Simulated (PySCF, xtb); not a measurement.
GaBr2, SMILES [Br][Ga+][Br], charge +1.

Harmonic wavenumbers (cm⁻¹) from GFN2-xTB (xtb 6.7.1) at its own minimum, in rising order: 67, 67, 182, 347.

**Question.** What does ωB97X-D3(BJ)/def2-SVP (PySCF 2.14.0) give at its own minimum? (An estimate is asked for; the answer gives what the named calculation found.)

**Answer.** 92, 92, 264, 483. Paired by order, the mean absolute difference is 67 cm⁻¹ and the zero-point energies are 0.9 and 1.3 kcal/mol.
